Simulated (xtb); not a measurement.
H$_{4}$O$_{4}$P, charge +1, singlet, at a GFN2-xTB geometry; xtb 6.7.1 with GFN2-xTB.

xtb was given this input:
```
$ xtb mol.xyz --gfn 2 --chrg 1 --uhf 0 --json

# file mol.xyz
9

O     -0.96192897    -0.86978286    -0.83856443
P      0.00000000    -0.00000000    -0.00000000
O      0.78962283    -0.78137868     1.07282944
O      1.03353984     0.60499053    -0.97509063
O     -0.86123370     1.04617101     0.74082562
H     -0.61143538    -1.45014776    -1.51920789
H      0.34859854    -1.06854415     1.87655717
H      1.83022487     1.01777803    -0.63180629
H     -1.56738803     1.50091388     0.27445701
```

Question: Write the output that xtb gives for this input, abridged.

Answer: 
```
   ID    Z sym.   atoms
    1    8 O      1, 3-5
    2   15 P      2
    3    1 H      6-9

           -------------------------------------------------
          |                Calculation Setup                |
           -------------------------------------------------

           -------------------------------------------------
          |                 G F N 2 - x T B                 |
           -------------------------------------------------

          ...................................................
          :                      SETUP                      :
          :.................................................:
          :  # basis functions                  30          :
          :  # atomic orbitals                  29          :
          :  # shells                           15          :
          :  # electrons                        32          :
          :  max. iterations                   250          :
          :  Hamiltonian                  GFN2-xTB          :
          :  restarted?                      false          :
          :  GBSA solvation                  false          :
          :  PC potential                    false          :
          :  electronic temp.          300.0000000     K    :
          :  accuracy                    1.0000000          :
          :  -> integral cutoff          0.2500000E+02      :
          :  -> integral neglect         0.1000000E-07      :
          :  -> SCF convergence          0.1000000E-05 Eh   :
          :  -> wf. convergence          0.1000000E-03 e    :
          :  Broyden damping             0.4000000          :
          :  net charge                          1          :
          :  unpaired electrons                  0          :
          ...................................................

 iter      E             dE          RMSdq      gap      omega  full diag
   1    -20.6002876 -0.206003E+02  0.826E+00   12.65       0.0  T
   2    -20.6438102 -0.435226E-01  0.421E+00   12.24       1.0  T
   3    -20.6580133 -0.142031E-01  0.121E+00   11.89       1.0  T
   4    -20.6547072  0.330606E-02  0.161E+00   12.24       1.0  T
   5    -20.6597690 -0.506182E-02  0.206E-01   12.02       1.0  T
   6    -20.6598386 -0.695410E-04  0.303E-02   12.05       1.1  T
   7    -20.6598391 -0.514128E-06  0.675E-03   12.05       4.9  T
   8    -20.6598391 -0.140592E-07  0.470E-03   12.05       7.1  T
   9    -20.6598391 -0.407821E-07  0.434E-04   12.05      76.9  T
  10    -20.6598391 -0.643645E-10  0.215E-04   12.05     155.1  T

   *** convergence criteria satisfied after 10 iterations ***

         :::::::::::::::::::::::::::::::::::::::::::::::::::::
         ::                     SUMMARY                     ::
         :::::::::::::::::::::::::::::::::::::::::::::::::::::
         :: total energy             -20.532198705467 Eh    ::
         :: gradient norm              0.000017920512 Eh/a0 ::
         :: HOMO-LUMO gap             12.046720352030 eV    ::
         ::.................................................::
         :: SCC energy               -20.659835898798 Eh    ::
         :: -> isotropic ES            0.179021927681 Eh    ::
         :: -> anisotropic ES         -0.003604992107 Eh    ::
         :: -> anisotropic XC         -0.002966791913 Eh    ::
         :: -> dispersion             -0.004275050579 Eh    ::
         :: repulsion energy           0.127637193331 Eh    ::
         :: add. restraining           0.000000000000 Eh    ::
         :: total charge               1.000000000000 e     ::
         :::::::::::::::::::::::::::::::::::::::::::::::::::::

           -------------------------------------------------
          |                Property Printout                |
           -------------------------------------------------

    * Orbital Energies and Occupations

         #    Occupation            Energy/Eh            Energy/eV
      -------------------------------------------------------------
         1        2.0000           -0.9660417             -26.2873
       ...           ...                  ...                  ...
         4        2.0000           -0.9275648             -25.2403
         5        2.0000           -0.8745968             -23.7990
         6        2.0000           -0.8379650             -22.8022
         7        2.0000           -0.8379650             -22.8022
         8        2.0000           -0.8204193             -22.3247
         9        2.0000           -0.7830095             -21.3068
        10        2.0000           -0.7528410             -20.4858
        11        2.0000           -0.7378074             -20.0768
        12        2.0000           -0.7378073             -20.0768
        13        2.0000           -0.7269856             -19.7823
        14        2.0000           -0.7100797             -19.3223
        15        2.0000           -0.7033898             -19.1402
        16        2.0000           -0.7033898             -19.1402 (HOMO)
        17                         -0.2606810              -7.0935 (LUMO)
        18                         -0.2245605              -6.1106
        19                         -0.2223425              -6.0502
        20                         -0.2223425              -6.0502
        21                         -0.0222040              -0.6042
        22                         -0.0222040              -0.6042
        23                         -0.0214919              -0.5848
        24                          0.0090744               0.2469
        25                          0.1883521               5.1253
        26                          0.2026536               5.5145
        27                          0.8460643              23.0226
       ...                                ...                  ...
        29                          0.9230455              25.1173
      -------------------------------------------------------------
                  HL-Gap            0.4427088 Eh           12.0467 eV
             Fermi-level           -0.4820354 Eh          -13.1169 eV

     #   Z          covCN         q      C6AA      α(0)
     1   8 O        1.613    -0.396    20.786     6.154
     2  15 P        3.427     0.966   123.911    19.996
     3   8 O        1.613    -0.396    20.786     6.154
     4   8 O        1.613    -0.396    20.786     6.154
     5   8 O        1.613    -0.396    20.786     6.154
     6   1 H        0.854     0.404     0.472     1.077
     7   1 H        0.854     0.404     0.472     1.077
     8   1 H        0.854     0.404     0.472     1.077
     9   1 H        0.854     0.404     0.472     1.077

 Mol. C6AA /au·bohr⁶  :       1011.566473
 Mol. C8AA /au·bohr⁸  :      29761.629693
 Mol. α(0) /au        :         48.917309

Wiberg/Mayer (AO) data.
largest (>0.10) Wiberg bond orders for each atom

 ---------------------------------------------------------------------------
     #   Z sym  total        # sym  WBO       # sym  WBO       # sym  WBO
 ---------------------------------------------------------------------------
     1   8 O    2.255 --     2 P    1.293     6 H    0.808
     2  15 P    5.221 --     3 O    1.293     5 O    1.293     1 O    1.293
                             4 O    1.293
     3   8 O    2.255 --     2 P    1.293     7 H    0.808
     4   8 O    2.255 --     2 P    1.293     8 H    0.808
     5   8 O    2.255 --     2 P    1.293     9 H    0.808
     6   1 H    0.837 --     1 O    0.808
     7   1 H    0.837 --     3 O    0.808
     8   1 H    0.837 --     4 O    0.808
     9   1 H    0.837 --     5 O    0.808
 ---------------------------------------------------------------------------

Topologies differ in total number of bonds
Writing topology from bond orders to xtbtopo.mol

molecular dipole:
                 x           y           z       tot (Debye)
 q only:       -0.000      -0.000       0.000
   full:       -0.000      -0.000       0.000       0.000
molecular quadrupole (traceless):
                xx          xy          yy          xz          yz          zz
 q only:       -0.547       0.172       1.079      -0.024      -0.233      -0.532
  q+dip:       -0.774       0.243       1.526      -0.034      -0.330      -0.752
   full:       -0.771       0.242       1.520      -0.034      -0.329      -0.749

           -------------------------------------------------
          | TOTAL ENERGY              -20.532198705467 Eh   |
          | GRADIENT NORM               0.000017920512 Eh/α |
          | HOMO-LUMO GAP              12.046720352030 eV   |
           -------------------------------------------------

normal termination of xtb
```
